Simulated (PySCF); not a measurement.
ReO3F, SMILES [F][Re](=[O])(=[O])=[O], multiplicity 1. Geometry optimised at PBE0-D3(BJ)/def2-SVP. The multiplicity is an assumed one; other spin states were not compared. The def2 effective core potentials stand for the cores of Re; spin–orbit coupling is left out.

Q: Give the equilibrium geometry at PBE0-D3(BJ)/def2-SVP (PySCF confirms it by a frequency run) as Cartesian coordinates in Å, and its point group. (An estimate is asked for; the answer gives what the named calculation found.)

A: point group C3v.
```xyz
5

Re     0.0000     0.0000     0.0214
O      1.3682     0.7900     0.6182
O      0.0000    -1.5799     0.6182
O     -1.3682     0.7900     0.6182
F      0.0000     0.0000    -1.8271
```
